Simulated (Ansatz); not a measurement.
Gas-phase electronic energies from Ansatz, PBE0-D4/def2-TZVP geometries. CCSD(T)/CBS adds triple-zeta CCSD(T) − MP2 to the extrapolated MP2 energy (def2 sets, frozen cores). This one scheme is used for every species. One conformer a species, not always the lowest.

Reaction (hydrogenolysis of a B–Si bond): `[SiH3][BH][AlH][SiH3]` + H₂ → `[BH2][AlH][SiH3]` + SiH₄

| level | ΔE (kcal/mol) |
| --- | --- |
| CCSD/def2-TZVPP | -7.8 |
| HF/def2-QZVPP | -13.7 |

Problem. What does CCSD(T)/CBS give? (An estimate is asked.)

Solution. Computed: -5.7 kcal/mol. The listed levels differ from it by -2.1, -8.0 kcal/mol.

Largest T1 diagnostic among the species: 0.014.

From PBE to PBE0 (25 % exact exchange), in def2-TZVPP and without D4, ΔE moves by −1.7 kcal/mol. The D4 term adds +2.2 kcal/mol with B3LYP and +1.2 kcal/mol with PBE0; it sums over pairs of atoms, weighted by their polarisabilities, and B3LYP, whose exchange is more repulsive, gets the larger term.

B3LYP here is the variant with VWN-RPA as its local correlation; programs differ in this.
